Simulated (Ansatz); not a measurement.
Geometry optimisation, Ansatz 0.2.0, RKS r2SCAN-D4/6-31G*.

Input:

```yaml
crystal:
  periodic: [false, false, false]
  atoms:
    - { symbol: B, position_ang: [0.9471, -3.0721, -0.2271] }
    - { symbol: Al, position_ang: [0.5056, -1.3087, 0.8298] }
    - { symbol: C, position_ang: [0.8494, 0.4816, -0.0054] }
    - { symbol: Si, position_ang: [0.086, 0.6736, -1.6464] }
    - { symbol: S, position_ang: [0.5528, 1.8698, 1.1344] }
    - { symbol: C, position_ang: [-1.2711, 1.7834, 1.2446] }
    - { symbol: H, position_ang: [0.7019, -4.0816, 0.2427] }
    - { symbol: H, position_ang: [1.376, -2.9346, -1.3394] }
    - { symbol: H, position_ang: [-0.094, -1.3796, 2.3464] }
    - { symbol: H, position_ang: [1.9731, 0.486, -0.1802] }
    - { symbol: H, position_ang: [0.5384, -0.3322, -2.5615] }
    - { symbol: H, position_ang: [0.2666, 2.021, -2.1579] }
    - { symbol: H, position_ang: [-1.4805, 0.4569, -1.5032] }
    - { symbol: H, position_ang: [-1.6472, 2.4245, 2.0946] }
    - { symbol: H, position_ang: [-1.7271, 2.1241, 0.3098] }
    - { symbol: H, position_ang: [-1.5999, 0.7652, 1.463] }
basis:
  gaussian: { orbitals: "6-31G*" }
hamiltonian:
  xc: r2scan
  dispersion: d4
relax:
  f_tol: 0.015
  max_steps: 40
```

Run as:

```bash
$ ansatz run input.yaml --threads 2 --pin off --max-ram 3072MiB --backend cpu --events-out ev --progress --plain --runs-dir out
```

Problem. Where does it end, and by what steps?

Solution. The run converged. After 32 steps the energy has fallen by 0.950 eV; H8 moved furthest, 2.76 Å. Joined: Al2–S5.

```json
{"step": "0", "energy less start (eV)": "0.0000", "largest force component (eV/Å)": "2.418", "accepted": "yes"}
{"step": "2", "energy less start (eV)": "-0.3466", "largest force component (eV/Å)": "0.381", "accepted": "yes"}
{"step": "4", "energy less start (eV)": "-0.3743", "largest force component (eV/Å)": "0.118", "accepted": "yes"}
{"step": "6", "energy less start (eV)": "-0.3816", "largest force component (eV/Å)": "0.145", "accepted": "yes"}
{"step": "8", "energy less start (eV)": "-0.3914", "largest force component (eV/Å)": "0.182", "accepted": "yes"}
{"step": "10", "energy less start (eV)": "-0.3654", "largest force component (eV/Å)": "0.712", "accepted": "no"}
{"step": "12", "energy less start (eV)": "-0.4334", "largest force component (eV/Å)": "0.222", "accepted": "yes"}
{"step": "14", "energy less start (eV)": "-0.4983", "largest force component (eV/Å)": "0.289", "accepted": "yes"}
{"step": "16", "energy less start (eV)": "-0.6230", "largest force component (eV/Å)": "0.379", "accepted": "yes"}
{"step": "18", "energy less start (eV)": "-0.7373", "largest force component (eV/Å)": "0.918", "accepted": "yes"}
{"step": "20", "energy less start (eV)": "-0.7583", "largest force component (eV/Å)": "1.287", "accepted": "no"}
{"step": "22", "energy less start (eV)": "-0.8778", "largest force component (eV/Å)": "0.084", "accepted": "yes"}
{"step": "24", "energy less start (eV)": "-0.9280", "largest force component (eV/Å)": "0.231", "accepted": "yes"}
{"step": "26", "energy less start (eV)": "-0.9403", "largest force component (eV/Å)": "0.134", "accepted": "yes"}
{"step": "28", "energy less start (eV)": "-0.9463", "largest force component (eV/Å)": "0.098", "accepted": "yes"}
{"step": "30", "energy less start (eV)": "-0.9488", "largest force component (eV/Å)": "0.079", "accepted": "yes"}
{"step": "32", "energy less start (eV)": "-0.9496", "largest force component (eV/Å)": "0.010", "accepted": "yes"}
```

```xyz
16
Properties=species:S:1:pos:R:3
B 1.499 -2.984 0.684
Al 0.028 -1.479 0.418
C 0.576 0.104 -0.671
Si -0.536 1.014 -1.861
S 0.808 0.756 1.056
C -0.743 1.648 1.397
H 1.351 -4.132 0.356
H 2.590 -2.740 1.131
H -1.518 -1.474 0.828
H 1.590 0.037 -1.085
H -0.422 0.309 -3.169
H -0.162 2.447 -2.070
H -1.959 0.984 -1.425
H -0.729 1.899 2.462
H -0.783 2.570 0.808
H -1.612 1.018 1.186
```

Run time: 4.3 min on 2 threads of Arm Neoverse V1, on a shared host, peak memory 0.22 GiB.
